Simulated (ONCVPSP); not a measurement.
Building the ONCV potential for gallium (BLYP, scalar-relativistic).

ONCVPSP 4.0.1 input, shortened (lines: element, Z, core and valence counts, functional; n l f; lmax; l rc ep ncon nbas qcut; lloc lpopt rc5 dvloc0; l nproj debl; icmod fcfact rcfact), BLYP, scalar-relativistic:

```
  Ga 31.00    6    2  -106131      upf
    1    0    2.00
    2    0    2.00
    2    1    6.00
    3    0    2.00
    3    1    6.00
    3    2   10.00
    4    0    2.00
    4    1    1.00
    2
    0    2.05    0.00    4    7    2.50
    1    1.80    0.00    4    8    4.80
    2    1.70    0.34    3    7    5.30
    4    5    1.40   -1.00
    0    2    2.50
    1    3    2.30
    2    1    0.50
    3    3.25    1.75
```

All-electron outer shells of the reference configuration (BLYP, scalar-relativistic, ld1.x):

```tsv
shell	level (eV)	outermost node (bohr)	outermost maximum (bohr)
3p	-98.64	0.24	0.56
3d	-19.04	–	0.53
4s	-8.91	0.81	1.87
4p	-2.51	0.87	2.53
```

Calculated quality:

```
Cutoffs needed             : 23 Ha and 29 Ha (the cutoffs (Ha) at which the residual kinetic energy of the hardest occupied pseudo-wave falls to 1 and 0.1 mHa per electron)
Ghost test                 : ghosts flagged at negative energy: p at -55.8 eV; GHOST(+) flagged for s at 89.1 eV; a true bound ghost makes a file unfit for plane-wave use
Largest excitation error   : -332 meV (all-electron minus pseudo) for 4s1 4p0, out of 4 test configurations
rms error of d²Exc/dni dnj : 8.99 mHa without and 1.99 mHa with the model core
```

Generation and tests took about 5.9 s on one core of a shared server CPU.
